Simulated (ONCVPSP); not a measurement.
# Ge: one change to an ONCV potential, before and after

```
Element                 : germanium (Ge)
Generator               : ONCVPSP 4.0.1
Type                    : optimised norm-conserving Vanderbilt (ONCV)
Functional              : PBE
Relativity              : scalar-relativistic
Frozen core             : [Ar] 3d10
Valence charge          : 4
Reference configuration : 4s1 4p3
Partial waves           : 4s: rc 1.75 bohr, ncon 4, nbas 9, qcut 4.4 1/bohr, 2 projectors, debl 1.9 Ha; 4p: rc 2.30 bohr, ncon 5, nbas 8, qcut 3.6 1/bohr, 2 projectors, debl 1.6 Ha; d scattering state at 0.12 Ha: rc 1.85 bohr, ncon 4, nbas 7, qcut 6.1 1/bohr, 1 projector
Local potential         : polynomial inside 1.25 bohr (lpopt 2, dvloc0 0 Ha)
Core correction         : polynomial model core, fcfact 0.55
```

Change: p: qcut 4.

Cutoffs: the cutoffs (Ha) at which the residual kinetic energy of the hardest occupied pseudo-wave falls to 1 and 0.1 mHa per electron; they do not see the model core or the augmentation charge, which bear on the density cutoff. Errors are all-electron minus pseudo energies relative to the spin-unpolarised reference configuration.

Problem. What does the change do?

Solution. The potential gets softer (8.5 Ha and 26 Ha → 8.5 Ha and 18 Ha); of the 4 tests that both files solve, the error grows in 1 and shrinks in 0 by more than 15 % and 0.3 meV (median size 6.6 → 7.0 meV); neither file shows a bound ghost.

```tsv
quantity	base	changed
cutoff, loose	8.5 Ha	8.5 Ha
cutoff, tight	26 Ha	18 Ha
loose cutoff by channel	s 8.5 Ha, p 5.4 Ha	s 8.5 Ha, p 5.9 Ha
bound ghosts	none	none
GHOST(+) flags under 300 eV	s at 126.0 eV	s at 126.0 eV
error for 4s2 4p2, meV [ΔE -7.97 eV]	-7.3	-8.2
error for 4s2 4p1, meV [ΔE -0.53 eV]	-2.5	-3.5
error for 4s2 4p0, meV [ΔE 14.91 eV]	-20	-21
error for 4s1 4p2, meV [ΔE 8.19 eV]	-5.9	-5.8
s: phases at 1.78 bohr within 0.05 rad from the reference energy up to (Ha; the scan ends near 5)	3.9	3.9
p: phases at 2.34 bohr within 0.05 rad from the reference energy up to (Ha; the scan ends near 5)	2.7	2.7
d: phases at 1.87 bohr within 0.05 rad from the reference energy up to (Ha; the scan ends near 5)	0.4	0.4
rms error of d²Exc/dni dnj with the model core, mHa	0.57	0.58
```
